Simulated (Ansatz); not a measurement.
Stepwise reaction of `[F][In]([F])[SiH3]` with hydrogen, as a gas-phase model of exchange steps in deposition or etching. ΔE in kJ/mol.

Isolated molecules relaxed with PBE0-D4/def2-TZVP in Ansatz; ΔE leaves out vibrations. CCSD(T)/CBS is the MP2 limit (def2-TZVPP, def2-QZVPP) plus CCSD(T) − MP2 in def2-TZVPP, frozen cores. This one scheme is used for every species. Functionals use def2-TZVPP. B3LYP here is the variant with VWN-RPA as its local correlation; programs differ in this. Elements past krypton have def2 core potentials. For In outer-core shells are correlated without core-valence functions, which leaves a few kJ/mol of doubt a bond.

| step | reaction | PBE-D4 | B3LYP-D4 | ωB97M-V | CCSD(T)/CBS |
| --- | --- | --- | --- | --- | --- |
| 1 | `[F][In]([F])[SiH3]` + H₂ → `[F][InH][SiH3]` + H–F | 52.6 | 54.4 | 50.2 | 51.1 |

(1) Give the row of step 2, `[F][InH][SiH3]` + H₂ → `[SiH3][InH2]` + H–F. (Best estimate.)

(2) By hand: ΔE of the 2 steps together at CCSD(T)/CBS.

## Answers

(1) Computed: 
| step | reaction | PBE-D4 | B3LYP-D4 | ωB97M-V | CCSD(T)/CBS |
| --- | --- | --- | --- | --- | --- |
| 2 | `[F][InH][SiH3]` + H₂ → `[SiH3][InH2]` + H–F | 68.6 | 70.4 | 63.3 | 65.4 |

(2) (51.1) + (65.4) = 116.5 kJ/mol, or 58.2 kJ/mol a step.

In ΔE each step is higher than the one before. All are uphill at CCSD(T)/CBS. PBE-D4 differs from CCSD(T)/CBS by 1.5 to 3.2 kJ/mol a step. Isolated molecules leave out the surface, adducts and barriers. Largest T1 diagnostic: 0.016.
